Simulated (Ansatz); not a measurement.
Compare A (`O=CO[SiH2][SiH3]`) with its isomer B (`O[SiH2][SiH]1CO1`).

Program: Ansatz. Geometries: PBE0-D4/def2-TZVP. ΔE: electronic, gas phase. CCSD(T)/CBS is the MP2 limit (def2-TZVPP, def2-QZVPP) plus CCSD(T) − MP2 in def2-TZVPP, frozen cores. Functionals use def2-TZVPP. One conformer a species, not always the lowest.

Problem. Which isomer does CCSD(T)/CBS put lower? Give the gap. (An estimate is asked.)

Solution. Ansatz gave: A, by 4.8 kcal/mol.

Problem. Give E(B) − E(A) in kcal/mol with ωB97M-V, HF/def2-TZVPP, PBE-D4, r2SCAN-D4, B2PLYP, CCSD/def2-TZVPP, CCSD(T)/def2-TZVPP. (An estimate is asked.)

Solution. Ansatz gave: ωB97M-V 6.2, HF/def2-TZVPP 16.1, PBE-D4 6.1, r2SCAN-D4 5.9, B2PLYP 7.6, CCSD/def2-TZVPP 7.4, CCSD(T)/def2-TZVPP 7.1. None reverses the order clearly.

Largest T1 diagnostic: 0.016.

In def2-TZVPP, CCSD(T) changes the Hartree–Fock value by −8.9 kcal/mol (the triples alone add −0.3 kcal/mol) and MP2 by −11.6 kcal/mol.
